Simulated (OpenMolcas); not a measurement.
Mo3+ in a ligand field

Mo3+ with 6 ligands (chloride) in octahedral coordination (Oh) at 2.45 Å. A charge of +0.5 e stands 2.6 Å behind each ligand. Ligand basis ANO-RCC-VDZP.
```
Mo    0.0000    0.0000    0.0000
Cl    2.4500    0.0000    0.0000
Cl    0.0000    2.4500    0.0000
Cl   -2.4500    0.0000    0.0000
Cl    0.0000   -2.4500    0.0000
Cl    0.0000    0.0000    2.4500
Cl    0.0000    0.0000   -2.4500
```

```
Program             : OpenMolcas
Method              : CASSCF
Basis               : ANO-RCC-VDZP [6s5p3d1f]
Scalar Hamiltonian  : DKH2, point nucleus
Active space        : 3 electrons in 5 orbitals (4d)
State averaging     : 2S+1 = 4 even, 10 roots; 2S+1 = 2 even, 40 roots
Spin-orbit coupling : state interaction with AMFI integrals over the reference wave functions
```

The lowest spin-free states (labels of O, the rotations of Oh), above the lowest:

| State | Degeneracy | E (cm-1) |
| --- | --- | --- |
| 4A2 | 1 | 0.0 |
| 2E | 2 | 13479 |
| 2T1 | 3 | 14036 |
| 4T2 | 3 | 17828 |
| 2T2 | 3 | 20452 |
| 4T1 | 3 | 24460 |
| 2A1 | 1 | 28637 |
| 2S+1 = 2 | 3 | 29945 |
| 2S+1 = 2 | 3 | 30905 |
| 2E | 2 | 32543 |
| 2T1 | 3 | 34853 |
| 4T1 | 3 | 38948 |
| 2T2 | 3 | 39884 |
| 2A2 | 1 | 41286 |
| 2S+1 = 2 | 3 | 47726 |
| 2S+1 = 2 | 3 | 48675 |
| 2E | 2 | 49945 |
| 2T1 | 3 | 53656 |
| 2T2 | 3 | 65980 |
| 2E | 2 | 70152 |

The lowest levels with spin-orbit coupling:

```
E (cm-1)  Degeneracy  Label  2S+1               g
     0.0           4     Γ8     4                
   13352           4     Γ8     2                
   13900           4     Γ8     2                
   14117           2            2  0.49 0.49 0.49
   17559           2            4  2.80 2.80 2.80
   17706           4     Γ8     4                
   18119           2            4  2.40 2.40 2.40
   18124           4     Γ8     4                
   20502           4     Γ8     2                
   20655           2            2  1.75 1.75 1.75
   24525           2            4  3.35 3.35 3.35
   24579           4     Γ8     4                
   24616           2            4  1.86 1.86 1.86
   24631           4     Γ8     4                
   28776           2            2  2.38 2.38 2.38
   29903           2            2  0.12 0.12 0.12
   30007           4     Γ8     2                
   30586           2            2  0.88 0.88 0.88
   31154           4     Γ8     2                
   32650           4     Γ8     2
```

Powder χT (cm3 K/mol): 1.74 at 2 K, 1.74 at 10 K, 1.74 at 50 K, 1.74 at 100 K, 1.75 at 200 K, 1.75 at 300 K. The effective moment at 300 K is 2.828 √(χT) = 3.75 μB.

The lowest level has 2S+1 = 4, for which the spin-only value is χT = S(S+1) / 2 = 1.875 cm3 K/mol (g = 2). The computed 1.754 at 300 K differs by -0.121, through orbital momentum, spin-orbit coupling and any other state in reach.

Metal share of the active 4d orbitals (Löwdin): 78, 78, 92, 92, 92 %; Mulliken charge of the metal 1.32.

A least-squares ligand-field fit to the states below 45000 cm-1, each weighted by its degeneracy and with a free common offset, gives 10Dq = 17362 cm-1, B = 638 cm-1 and C = 2654 cm-1 (C/B = 4.16), with an rms deviation of 355 cm-1.

The same method and metal basis give the free ion B = 802 cm-1 (fit to its terms below 60000 cm-1, rms deviation 39 cm-1), so the nephelauxetic ratio is β = 638 / 802 = 0.80; it hangs on how both fits weigh the states, and computed free-ion B values tend to be too large, so β mixes covalency with correlation.

Without dynamic correlation the repulsion within the d shell is too large (B by tens of per cent), so at a given field states of lower spin stand too high. The least metal-like active orbital is 78 % on the metal (Löwdin) and no ligand orbital is active, so the numbers are rough. With metal d orbitals alone the field can be off either way by tens of per cent. Ligand-to-metal charge-transfer states are missing. With no ligand orbital active B as a rule stays too high, so bands that hang on it stand too high and its fall with covalency is understated. No measured value stands beside these numbers; the geometry is a model, was not optimised and need not be the one that this ion takes.

The RASSCF and RASSI steps took 35 s on 1 thread of Arm Neoverse V1, with other jobs on the host; the integral step is not counted.

A state without a sure symmetry label is named by its multiplicity alone.
